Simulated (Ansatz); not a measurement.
Basis-set extrapolation for C3H5ClSi (`CC1=C(Cl)[SiH2]1`) (PBE0-D4/def2-TZVP geometry, frozen core, Ansatz). Multiplicity 1, RHF reference.

```
                      def2-TZVPP   def2-QZVPP
                 HF  -864.943152  -864.969903
    MP2 correlation    -0.792268    -0.851127
CCSD(T) correlation    -0.878619      not run
```

Energies in hartree. Use E(X) = E(∞) + A·exp(−7.88·√X) for Hartree–Fock and E(X) = E(∞) + B·X^(−2.97) for correlation, with X = 3 and 4, and add CCSD(T) minus MP2 of the smaller set to the MP2 limit.

What is the CCSD(T) energy at the basis-set limit?

HF limit: -864.969903 + (-0.026751) × 0.13774 = -864.97359. MP2 limit: -0.851127 + (-0.058859) × 0.74074 = -0.89473. Higher-order term: -0.878619 − (-0.792268) = -0.08635. Total: -865.95467 hartree, 3.62 eV below CCSD(T)/def2-TZVPP.
